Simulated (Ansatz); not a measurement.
Molecule: CH6NSi (charge 0, doublet). It need not be the lowest isomer of its formula. 
Coordinates optimised at B3LYP-D3(BJ)/def2-TZVP (Ansatz, a first-principles code):
```xyz
9

Si    -0.6031    -0.3232    -0.8507
N      0.4955     0.5993     0.1352
C      0.8091     0.2630     1.4835
H      1.0814     1.1557     2.0558
H      0.0357    -0.3005     2.0234
H      1.7121    -0.3703     1.4729
H      0.2134    -1.0913    -1.8240
H     -1.4665     0.6278    -1.5863
H     -1.4562    -1.2702    -0.0799
```
Charge 0, spin multiplicity 2.

Total electronic energies in hartree. Cores are frozen in the correlated levels unless marked. UHF or UKS for open shells. Spin-orbit coupling is left out. Non-relativistic unless marked X2C. Basis-set limits of correlation are two-point, X^-3; Hartree-Fock from the larger set. [CCSD(T)-MP2]/basis is that difference in the basis named.

```json
[
 {"level": "PBE/def2-TZVPD", "program": "Ansatz", "energy (Eh)": "-385.66113"},
 {"level": "BLYP-D3(BJ)/def2-TZVPD", "program": "Ansatz + dftd3", "energy (Eh)": "-385.90883"},
 {"level": "r2SCAN/def2-TZVPD", "program": "Ansatz", "energy (Eh)": "[?]"},
 {"level": "B3LYP-D4/def2-TZVPD", "program": "Ansatz + dftd4", "energy (Eh)": "-385.98225"},
 {"level": "PBE0-D4/def2-TZVP", "program": "Ansatz + dftd4", "energy (Eh)": "[?]"},
 {"level": "HSE06-D3(BJ)/def2-TZVPD", "program": "Ansatz + dftd3", "energy (Eh)": "-385.69417"},
 {"level": "HSE06-D4/def2-TZVPD", "program": "Ansatz + dftd4", "energy (Eh)": "-385.69459"},
 {"level": "HSE06/def2-TZVPD", "program": "Ansatz", "energy (Eh)": "-385.69068"},
 {"level": "CAM-B3LYP-D4/def2-TZVPD", "program": "Ansatz + dftd4", "energy (Eh)": "-385.90584"},
 {"level": "CAM-B3LYP/def2-TZVPD", "program": "Ansatz", "energy (Eh)": "-385.90161"},
 {"level": "PBE-QIDH/def2-TZVPD", "program": "Ansatz", "energy (Eh)": "[?]"},
 {"level": "RPA@PBE/cc-pV(Q+d)Z", "program": "Ansatz", "energy (Eh)": "-385.65528"},
 {"level": "RI-MP2/cc-pV(T+d)Z", "program": "Ansatz", "energy (Eh)": "-385.23134"},
 {"level": "SCS-MP2/cc-pVTZ", "program": "Ansatz", "energy (Eh)": "-385.23956"},
 {"level": "CCSD/STO-3G", "program": "Ansatz", "energy (Eh)": "-380.37230"},
 {"level": "CCSD/6-31G", "program": "Ansatz", "energy (Eh)": "-384.85036"},
 {"level": "CCSD/6-31G*", "program": "Ansatz", "energy (Eh)": "-385.06770"},
 {"level": "CCSD/cc-pV(D+d)Z", "program": "Ansatz", "energy (Eh)": "-385.14775"},
 {"level": "CCSD/cc-pV(T+d)Z", "program": "Ansatz", "energy (Eh)": "-385.27982"},
 {"level": "CCSD/cc-pVTZ", "program": "Ansatz", "energy (Eh)": "-385.27591"},
 {"level": "CCSD/cc-pwCVTZ", "program": "Ansatz", "energy (Eh)": "-385.28663"},
 {"level": "X2C-CCSD(T)/cc-pVTZ-DK", "program": "Ansatz", "energy (Eh)": "-385.93946"},
 {"level": "RI-MP2/CBS(cc-pV(T+d)Z,cc-pV(Q+d)Z)+[CCSD(T)-MP2]/cc-pV(T+d)Z", "program": "Ansatz", "energy (Eh)": "-385.3667"}
]
```

Fill in the missing entries.


- r2SCAN/def2-TZVPD, energy (Eh): -385.85980
- PBE0-D4/def2-TZVP, energy (Eh): -385.70629
- PBE-QIDH/def2-TZVPD, energy (Eh): -385.59667
